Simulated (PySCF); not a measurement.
Peak assignment

Atom-mapped SMILES (the numbers label the heavy atoms): `[SiH3:1][c:2]1[cH:3][cH:4][cH:5][c:6]2[n:7][n:8][nH:9][c:10]12`; H(Xn) means a hydrogen on atom n.

How the numbers were obtained: geometry from GFN2-xTB, σ from GIAO-PBE0/pcSseg-1, in PySCF (relativity neglected, gas phase, equivalent nuclei averaged, a single conformation).

Scale: TMS for ¹³C, ¹H (reference shieldings calculated alike).

Task: Assign these signals to the numbered atoms. ¹³C{¹H} NMR (computed): δ 147.3 (C), 145.0 (C), 140.2 (CH), 129.0 (CH), 127.8 (CH), 113.3 (C).

Result: 
| δ (ppm) | atoms | environment | reason |
| --- | --- | --- | --- |
| 147.3 | C6 | ring-fusion aromatic carbon | – |
| 145.0 | C10 | ring-fusion aromatic carbon | – |
| 140.2 | C3 | aromatic CH | – |
| 129.0 | C5 | aromatic CH | the aromatic region |
| 127.8 | C4 | aromatic CH | – |
| 113.3 | C2 | substituted aromatic carbon | – |

C5 and C4 lie closer than the usual error of such a calculation, so a measured spectrum could show them in the other order.

Task: Assign these signals to the numbered atoms. ¹H NMR (600 MHz, computed): δ 11.42 (br s, 1H), 8.60 (d, 1H), 7.97 (d, 1H), 7.72 (m, 1H), 4.80 (s, 3H).

Result: 
11.42 → H(N9), hydrogen on a pyrrole-type ring nitrogen: exchangeable; this is the value without hydrogen bonding to other molecules
8.60 → H(C5), hydrogen on an aromatic CH: it sits in the deshielding region of the aromatic ring current
7.97 → H(C3), hydrogen on an aromatic CH
7.72 → H(C4), hydrogen on an aromatic CH
4.80 → H(Si1), hydrogen on a silicon bonded to C

Exchangeable OH/NH protons stand at their gas-phase positions; hydrogen bonding in a real sample shifts them, mostly to higher δ. Shifts are as computed. Against solution values, carbons near 30 ppm lie about +3 ppm off and those near 130 ppm about +5 ppm. Of 1211 compounds with measured shifts, 218 miss one by over three times the rms of a fit or turn the order of signals round; such compounds aren't used in these exercises. Multiplicities follow the n + 1 count of equivalent neighbours, as no J values were calculated; m marks all less simple cases, F and P coupling included.
